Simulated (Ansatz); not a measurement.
Basis-set extrapolation for CH4AlFOSi, SMILES `[F][Al]1[O]C[SiH2]1` (PBE0-D4/def2-TZVP geometry, frozen core, Ansatz). Multiplicity 1, RHF reference.

```json
{"": "HF", "def2-TZVPP": "-745.549854", "def2-QZVPP": "-745.576099"}
{"": "MP2 correlation", "def2-TZVPP": "-0.846821", "def2-QZVPP": "-0.915967"}
{"": "CCSD(T) correlation", "def2-TZVPP": "-0.909660", "def2-QZVPP": "not run"}
```

Energies in hartree. Use E(X) = E(∞) + A·exp(−7.88·√X) for Hartree–Fock and E(X) = E(∞) + B·X^(−2.97) for correlation, with X = 3 and 4, and add CCSD(T) minus MP2 of the smaller set to the MP2 limit.

Task: What is the CCSD(T) energy at the basis-set limit?

Result: HF limit: -745.576099 + (-0.026245) × 0.13774 = -745.57971. MP2 limit: -0.915967 + (-0.069146) × 0.74074 = -0.96719. Higher-order term: -0.909660 − (-0.846821) = -0.06284. Total: -746.60974 hartree, 394.4 kJ/mol below CCSD(T)/def2-TZVPP.
